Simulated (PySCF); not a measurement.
## SMILES N#C[C@@H]1C=CO[C@H]1OC=O, C6H5NO3

Geometry:
```json
{"atom": "N1", "x (Å)": "-2.076", "y (Å)": "-1.767", "z (Å)": "1.886"}
{"atom": "C2", "x (Å)": "-1.485", "y (Å)": "-0.911", "z (Å)": "1.414"}
{"atom": "C3", "x (Å)": "-0.751", "y (Å)": "0.170", "z (Å)": "0.798"}
{"atom": "C4", "x (Å)": "-1.624", "y (Å)": "0.982", "z (Å)": "-0.131"}
{"atom": "C5", "x (Å)": "-1.165", "y (Å)": "0.837", "z (Å)": "-1.365"}
{"atom": "O6", "x (Å)": "-0.073", "y (Å)": "0.025", "z (Å)": "-1.475"}
{"atom": "C7", "x (Å)": "0.336", "y (Å)": "-0.340", "z (Å)": "-0.182"}
{"atom": "O8", "x (Å)": "1.560", "y (Å)": "0.321", "z (Å)": "0.126"}
{"atom": "C9", "x (Å)": "2.697", "y (Å)": "-0.337", "z (Å)": "-0.100"}
{"atom": "O10", "x (Å)": "2.810", "y (Å)": "-1.457", "z (Å)": "-0.485"}
{"atom": "H11", "x (Å)": "-0.287", "y (Å)": "0.780", "z (Å)": "1.581"}
{"atom": "H12", "x (Å)": "-2.467", "y (Å)": "1.551", "z (Å)": "0.201"}
{"atom": "H13", "x (Å)": "-1.518", "y (Å)": "1.246", "z (Å)": "-2.293"}
{"atom": "H14", "x (Å)": "0.506", "y (Å)": "-1.425", "z (Å)": "-0.154"}
{"atom": "H15", "x (Å)": "3.533", "y (Å)": "0.334", "z (Å)": "0.156"}
```

Method: TDDFT CAM-B3LYP/def2-SVPD circular dichroism and optical rotation, one conformer, gas phase (PySCF 2.14.0). Geometry: GFN2-xTB.

The molecule is flexible and this is one conformer; a measurement averages over conformers.

**Question.** Draw the ECD and absorption spectra from the lowest 12 states, each a Gaussian of half-width 0.35 eV at 1/e height.

**Answer.** 
| E (eV) | λ (nm) | Δε (L mol⁻¹ cm⁻¹) | ε (L mol⁻¹ cm⁻¹) |
| --- | --- | --- | --- |
| 5.39 | 230 | -0.29 | 15.3 |
| 5.54 | 224 | -0.82 | 44.9 |
| 5.69 | 218 | -1.66 | 103 |
| 5.84 | 212 | -2.55 | 247 |
| 5.99 | 207 | -3.82 | 735 |
| 6.14 | 202 | -7.10 | 2130 |
| 6.29 | 197 | -13.54 | 4740 |
| 6.44 | 192 | -20.02 | 7500 |
| 6.59 | 188 | -20.54 | 8340 |
| 6.74 | 184 | -14.01 | 6590 |
| 6.89 | 180 | -6.24 | 3850 |
| 7.04 | 176 | -1.96 | 1920 |
| 7.19 | 172 | -0.19 | 1200 |
| 7.34 | 169 | +1.41 | 1250 |
| 7.49 | 165 | +3.01 | 1480 |
| 7.64 | 162 | +4.04 | 1580 |
| 7.79 | 159 | +4.25 | 1550 |
| 7.94 | 156 | +3.18 | 1540 |
| 8.09 | 153 | +1.16 | 1530 |

Δε uses R in velocity form, ε uses f in length form. Only the states computed contribute, so the short-wavelength end is incomplete.

The sign of the CD band at 163 nm isn't settled: the length form gives the opposite one.
